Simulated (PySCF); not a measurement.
# Electronic structure of Pd³⁺ (palladium, charge +3) at the UHF level

Configuration: [Kr] 4d7, high-spin 4F determinant. All numbers are calculated (PySCF 2.14, a scalar-relativistic core potential, in aug-cc-pVDZ-PP with ECP28MDF (5s5p4d2f, 54 functions)).

```
Total energy             : -124.594165 hartree
One-electron energy      : -202.1693 hartree
Hartree (Coulomb) energy : 88.5990 hartree
Exchange energy          : -11.0239 hartree
⟨S²⟩                     : 3.7532
⟨L²⟩                     : 12.040
Sum of ⟨r⟩               : 17.39 bohr
Sum of ⟨r²⟩              : 23.26 bohr²
```

```tsv
shell	electrons	mean orbital energy (hartree)	spread (hartree)	rms radius, mean of both spins (bohr)
4s α	1	-5.49914	0	1.01
4s β	1	-5.25984	0	1.01
4p α	3	-4.05500	0	1.10
4p β	3	-3.76196	0	1.10
4d α	5	-1.86064	0.04578	1.41
4d β	2	-1.75298	0	1.41
```

Energies and moments cover only the electrons outside the core potential.
